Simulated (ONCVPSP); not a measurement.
# Varying the ONCV potential for lead (Pb)

Base potential:

ONCVPSP 4.0.1 input, shortened (lines: element, Z, core and valence counts, functional; n l f; lmax; l rc ep ncon nbas qcut; lloc lpopt rc5 dvloc0; l nproj debl; icmod fcfact rcfact), PBEsol, fully relativistic:

```
  Pb 82.00   10    5  -116133      upf
    1    0    2.00
    2    0    2.00
    2    1    6.00
    3    0    2.00
    3    1    6.00
    3    2   10.00
    4    0    2.00
    4    1    6.00
    4    2   10.00
    4    3   14.00
    5    0    2.00
    5    1    6.00
    5    2   10.00
    6    0    2.00
    6    1    2.00
    2
    0    1.55    0.00    4    9    8.90
    1    1.80    0.00    4    8    6.20
    2    1.95    0.00    3    7    9.10
    4    5    1.45    1.00
    0    2    1.20
    1    3    4.00
    2    1    1.10
    3    5.75    1.35
```

Open shells are filled in proportion to 2j + 1.

Cutoffs, loose and tight: the cutoffs (Ha) at which the residual kinetic energy of the hardest occupied pseudo-wave falls to 1 and 0.1 mHa per electron. They do not see the model core or the augmentation charge, which bear on the density cutoff. Test errors are all-electron minus pseudo excitation energies from the reference, over the configurations 5s2 5p6 5d10 6s2 6p1; 5s2 5p6 5d10 6s2 6p0; 5s2 5p6 5d10 6s1 6p0; 5s2 5p6 5d10 6s1 6p2. A dash means not determined; rows that change the core or the reference have their own tests.

| change | outcome | cutoff, loose | cutoff, tight | bound ghosts | GHOST(+) flags above zero | largest test error (meV) |
| --- | --- | --- | --- | --- | --- | --- |
| base | generated | 27 Ha | 37 Ha | none | none | -6.4 |
| core correction Teter function, fcfact 1.7, rcfact 1.35 | generated | 27 Ha | 37 Ha | none | none | -5.5 |
| core correction Teter function, fcfact 2.6, rcfact 1.35 | generated | 27 Ha | 37 Ha | none | none | -5.7 |
| core correction Teter function, fcfact 4, rcfact 1.35 | generated | 27 Ha | 37 Ha | none | none | -6.0 |
| core correction Teter function, fcfact 4.8, rcfact 1.35 | generated | 27 Ha | 37 Ha | none | none | -6.2 |
| core correction Teter function, fcfact 5.9, rcfact 1.35 | generated | 27 Ha | 37 Ha | none | none | -6.4 |
| core correction Teter function, fcfact 7.1, rcfact 1.35 | generated | 27 Ha | 37 Ha | none | none | -6.6 |

Reading the sweep of the fcfact (base included, trends over the rows without a ghost): The loose cutoff stays near 27 Ha. The median size of the test errors (rows with all tests solved) stays near 1.0 meV.
